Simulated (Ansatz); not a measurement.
A nudged elastic band was laid between two geometries of ClFGaHO (5 atoms, charge 0, multiplicity 1).

Theory: Ansatz 0.2.0, RKS PBE/def2-SVPD.

* movable images: 9
* climbing image: yes
* spring: 5.0 eV/Å²
* optimiser: quadratic models (default)
* start path: IDPP
* force threshold: 0.05 eV/Å
* iteration limit: 60
* end points: relaxed

Initial state:

```xyz
5
Properties=species:S:1:pos:R:3
O -0.429 -1.234 0.570
Ga 0.031 0.202 -0.394
F -0.341 0.141 -2.119
Cl 0.986 1.962 0.388
H -0.199 -1.144 1.513
```

Final state:

```xyz
5
Properties=species:S:1:pos:R:3
O -0.194 -0.926 1.041
Ga 0.134 0.337 -0.186
F -0.339 0.036 -1.872
Cl 1.075 2.186 0.326
H -0.626 -1.707 0.650
```

Q: What changes between the two ends?

A: No bond is made or broken. The dihedral H5–O1–Ga2–Cl4 goes from 0 to -180°.

Q: What energy profile does the band end with?

A: The forces met the threshold. The highest image is number 5 of 0 to 10, 3.7 kcal/mol above the first end and 3.8 kcal/mol above the last; the last end lies 0.1 kcal/mol below the first. A vibrational analysis at the climbing image gives one clearly imaginary mode, 349i cm⁻¹: a first-order saddle point.

| image | path coordinate (Å) | energy (kcal/mol) | dihedral H5–O1–Ga2–Cl4 (°) |
| --- | --- | --- | --- |
| 0 | 0.00 | 0.0 | 0 |
| 1 | 0.18 | 0.4 | -17 |
| 2 | 0.37 | 1.3 | -36 |
| 3 | 0.55 | 2.4 | -56 |
| 4 | 0.73 | 3.3 | -75 |
| 5 | 0.92 | 3.7 | -94 |
| 6 | 1.10 | 3.3 | -113 |
| 7 | 1.29 | 2.4 | -130 |
| 8 | 1.47 | 1.2 | -148 |
| 9 | 1.66 | 0.2 | -164 |
| 10 | 1.85 | -0.1 | -180 |

Q: What is the geometry of the highest image?

A: 
```xyz
5
Properties=species:S:1:pos:R:3
O -0.664 -0.827 0.933
Ga 0.028 0.268 -0.310
F -0.264 -0.074 -2.026
Cl 1.033 2.111 0.137
H -0.084 -1.552 1.225
```

Q: What are the harmonic wavenumbers there?

A: 349i, 140, 168, 180, 406, 634, 677, 772, 3765 cm⁻¹.

Run time: 2.5 min on 2 threads of AMD EPYC 7B13 (Zen 3), with other jobs on the host, peak memory 0.18 GiB.
